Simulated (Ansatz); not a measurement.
C2H8AlNSi can be A, `N=[CH][AlH][CH2][SiH3]`, or B, `C[N]1[SiH2][Al]1[CH3]`.

Gas-phase electronic energies from Ansatz, PBE0-D4/def2-TZVP geometries. CCSD(T)/CBS is the MP2 limit (def2-TZVPP, def2-QZVPP) plus CCSD(T) − MP2 in def2-TZVPP, frozen cores. Functionals use def2-TZVPP. B3LYP here is the variant with VWN-RPA as its local correlation; programs differ in this. One conformer a species, not always the lowest.

Q: Which isomer does CCSD(T)/CBS put lower? Give the gap. (An estimate is asked.)

A: The calculation gave: B, by 105.7 kJ/mol.

Q: Give E(B) − E(A) in kJ/mol with B2PLYP, B3LYP, PBE0-D4, CCSD(T)/def2-TZVPP, HF/def2-TZVPP, B3LYP-D4, MP2/def2-TZVPP. (Estimate.)

A: The calculation gave: B2PLYP -106.5, B3LYP -103.0, PBE0-D4 -124.8, CCSD(T)/def2-TZVPP -103.0, HF/def2-TZVPP -73.6, B3LYP-D4 -104.1, MP2/def2-TZVPP -116.4. None reverses the order clearly.

Largest T1 diagnostic: 0.013.

In def2-TZVPP, CCSD(T) changes the Hartree–Fock value by −29.4 kJ/mol (the triples alone add −2.5 kJ/mol) and MP2 by −42.7 kJ/mol.
